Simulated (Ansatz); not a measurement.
Born–Oppenheimer molecular dynamics of C$_{3}$H$_{7}$AlSi (12 atoms, charge 0, multiplicity 1). It starts from a relaxed structure.

Theory: RKS PBE/STO-3G (Ansatz).

```yaml
ensemble: NVE (velocity Verlet)
time_step: 0.5 fs
steps_asked: 400
starting_velocities_drawn_for: 1000 K
seed: 720464
```

First frame:

```xyz
12
Properties=species:S:1:pos:R:3
Al -0.680 0.310 2.470
C -0.879 -0.542 0.777
C -0.114 -0.234 -0.289
C 0.070 -0.637 -1.768
Si 1.215 0.694 -1.137
H 0.386 1.373 2.619
H -1.577 -0.078 3.625
H -1.647 -1.332 0.618
H 0.450 -1.656 -1.958
H -0.756 -0.383 -2.454
H 2.612 0.363 -0.902
H 0.997 2.067 -1.567
```

Question: How far do the bonds stretch over the last three quarters of this one trajectory? (Pairs bonded in most of those frames.)

Answer: 
```tsv
bond	mean (Å)	spread (Å)	shortest	longest
Al1–C2	1.915	0.050	1.81	2.03
Al1–H6	1.522	0.060	1.42	1.63
Al1–H7	1.521	0.052	1.42	1.62
C2–C3	1.349	0.013	1.32	1.38
C2–H8	1.121	0.037	1.06	1.18
C3–C4	1.548	0.030	1.48	1.59
C3–Si5	1.836	0.031	1.77	1.89
C4–Si5	1.874	0.036	1.81	1.95
C4–H9	1.109	0.023	1.06	1.17
C4–H10	1.110	0.038	1.05	1.18
Si5–H11	1.464	0.060	1.37	1.56
Si5–H12	1.471	0.081	1.35	1.59
```

Mean temperature of the second half: 500 K. The conserved energy stayed within 0.72 meV per atom of its start (net change 0.51 meV per atom), so the integration is sound. The temperature averaged 0.50 of the 1000 K drawn at the start: a run that starts near a minimum puts about half its kinetic energy into the potential. A run of 0.2 ps of so small a system gives no equilibrium averages. Limits of this set-up: minimal basis.

Run time: 6.6 min on 1 CPU thread of a shared host.
